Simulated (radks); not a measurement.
All-electron atom: Te3+ in [Kr] 4d10 5s2 5p1 (the NIST ground configuration).

Method: Dirac Kohn-Sham, HCTH/407, spin-unpolarised, spherical densities, finite nucleus; open shells are shared between the two j in proportion to 2j + 1; Fermi nuclear charge, rms radius 4.7423 fm; computed with a radial shooting solver on a logarithmic mesh with Libxc functionals.

Energy parts (eV):
total: -185005.715
kinetic: 195620.340
electron-nucleus: -447854.408
Hartree: 72115.805
exchange-correlation: -4887.451

Orbitals (lengths in bohr, moments of r in powers of bohr):
orbital      occ.  eigenvalue (eV)     <r^2>      <r^4>
1s1/2           2        -31627.30  0.001049  2.876e-06
2s1/2           2        -4882.037   0.01688  0.0004916
2p1/2           2        -4578.772   0.01250  0.0003145
2p3/2           4        -4304.276   0.01379  0.0003747
3s1/2           2        -998.2589    0.1184    0.02136
3p1/2           2        -873.2100    0.1131    0.02045
3p3/2           4        -821.9228    0.1213    0.02342
3d3/2           4        -600.9570    0.1025    0.01930
3d5/2           6        -590.1988    0.1049    0.02014
4s1/2           2        -196.4156    0.6587     0.6402
4p1/2           2        -153.2822    0.7283     0.8096
4p3/2           4        -143.5131    0.7805     0.9305
4d3/2           4         -74.3785     1.062      1.930
4d5/2           6         -72.8789     1.087      2.025
5s1/2           2         -42.8487     4.108      24.73
5p1/2    0.333333         -32.5705     5.347      42.67
5p3/2    0.666667         -31.3371     5.702      48.33
5d3/2           0         -18.0807     10.74      171.2
5d5/2           0         -17.9495     10.90      175.8
6s1/2           0         -16.8780     17.66      428.4
4f5/2           0         -11.9666     11.33      238.7
4f7/2           0         -11.9493     11.39      240.8

The highest occupied level is 5p3/2 at -31.337 eV. The density falls to 0.001 e/bohr^3 at r = 3.62 bohr.
